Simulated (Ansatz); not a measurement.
`C[Si](F)(F)C#N`: the same geometry under several functionals.

```yaml
crystal:
  periodic: [false, false, false]
  atoms:
    - {symbol: C, position_ang: [-0.467193, -0.914370, 0.730812]}
    - {symbol: Si, position_ang: [0.507257, 0.026012, -0.496243]}
    - {symbol: F, position_ang: [2.052575, -0.004849, -0.173328]}
    - {symbol: F, position_ang: [0.309371, -0.530535, -1.960599]}
    - {symbol: C, position_ang: [0.021638, 1.805511, -0.545842]}
    - {symbol: N, position_ang: [-0.323444, 2.903376, -0.532375]}
    - {symbol: H, position_ang: [-0.319773, -0.502887, 1.731734]}
    - {symbol: H, position_ang: [-1.531629, -0.865698, 0.491034]}
    - {symbol: H, position_ang: [-0.160302, -1.962861, 0.737708]}
basis:
  gaussian: {orbitals: def2-TZVPP}
hamiltonian: {xc: {name: LC-wPBE}}
output: {orbitals: {seedname: orbitals}}
```

```sh
$ ansatz run in.yaml --threads 4 --pin off --events-out ev --progress --plain --max-ram 10444MiB
```

It prints (some lines left out):

```
Functional definition: LC-wPBE
1292 factors; their error is unknown
377 factors; integrals over basis functions are off by at most 2.1e-5 eV
mean field evaluation 1: about -16917.9192 eV, gradient 6.1e1 eV
mean field evaluation 2: about -16917.3341 eV, gradient 6.7e1 eV
mean field evaluation 4: about -16924.2385 eV, gradient 3.5e0 eV
mean field evaluation 8: about -16924.2637 eV, gradient 4.7e-2 eV
mean field evaluation 16: about -16924.2366 eV, gradient 6.1e-5 eV
mean field -16924.23661228 eV, -621.9542238419 hartree, gradient 6.1e-5 eV, S^2 0.000000; 0 other end points of the search recorded, 0 dependent functions left out
reference -16924.23661229 eV, -621.9542238421 hartree; 27, 27 occupied and 212, 212 virtual orbitals, 1292 factors
Total energy: -16924.23661229 eV, -621.9542238421 hartree
```

It took 1.8 s on 4 threads of an Arm Neoverse V2 on a shared host, with 0.41 GiB of host memory at the peak.

The same input with `hamiltonian: {xc: hse06, dispersion: d4}` (abridged; 2.2 s):

```
Functional definition: HSE06
mean field evaluation 16: about -16918.7992 eV, gradient 8.3e-5 eV
mean field -16918.79921195 eV, -621.7544030653 hartree, gradient 8.3e-5 eV, S^2 0.000000
Total energy: -16918.95205859 eV, -621.7600200755 hartree
```

The same input with `hamiltonian: {xc: {name: wB97M-V}}` and forces (abridged; 8 s):

```
Functional definition: wB97M-V
mean field evaluation 16: about -16929.4001 eV, gradient 1.8e-5 eV
mean field -16929.40005915 eV, -622.1439770144 hartree, gradient 1.8e-5 eV, S^2 0.000000
Total energy: -16929.40010384 eV, -622.1439786565 hartree
Atom 0 force    -0.009814    -0.023083     0.016191 eV/Å
Atom 1 force    -0.123022    -0.050146     0.135827 eV/Å
Atom 2 force     0.138449     0.002537     0.036134 eV/Å
Atom 3 force    -0.026489    -0.046709    -0.132264 eV/Å
Atom 4 force    -0.081342     0.269886    -0.000827 eV/Å
Atom 5 force     0.063300    -0.200174    -0.002553 eV/Å
Atom 6 force    -0.011462    -0.029147    -0.073535 eV/Å
Atom 7 force     0.077460    -0.003096     0.018095 eV/Å
Atom 8 force    -0.027081     0.079933     0.002932 eV/Å
Dipole moment:    -0.143224    -0.661975     0.334373 e Å
```

Changing it to `hamiltonian: {xc: {name: PBE-QIDH}}` (abridged; 3.9 s):

```
Functional definition: PBE-QIDH
mean field evaluation 16: about -16904.7270 eV, gradient 8.6e-5 eV
mean field -16904.72703860 eV, -621.2372602330 hartree, gradient 4.8e-6 eV, S^2 0.000000
10 core orbitals not correlated: weight in the atoms' cores, before any rotation towards them, 1.000 or more for the frozen orbitals, at most 0.000 for the correlated occupied ones
second order -34.08770443 eV of doubles, -0.00000000 eV of singles
Total energy: -16916.08961735 eV, -621.6548273003 hartree
```

With the line `hamiltonian: {xc: {name: r2SCANh}, dispersion: d4}` (abridged; 3.5 s):

```
Functional definition: r2SCANh
mean field evaluation 16: about -16926.7949 eV, gradient 1.4e-4 eV
mean field -16926.79490005 eV, -622.0482391831 hartree, gradient 3.1e-5 eV, S^2 0.000000
Total energy: -16926.84578850 eV, -622.0501092991 hartree
```

Changing it to `hamiltonian: {xc: lda}` (abridged; 0.9 s):

```
Functional definition: SPW92
mean field evaluation 16: about -16834.4949 eV, gradient 7.7e-4 eV
mean field -16834.49487528 eV, -618.6562758360 hartree, gradient 7.5e-5 eV, S^2 0.000000
Total energy: -16834.49490919 eV, -618.6562770823 hartree
```

HSE06 is the plane-wave form, built on full-range PBE exchange.
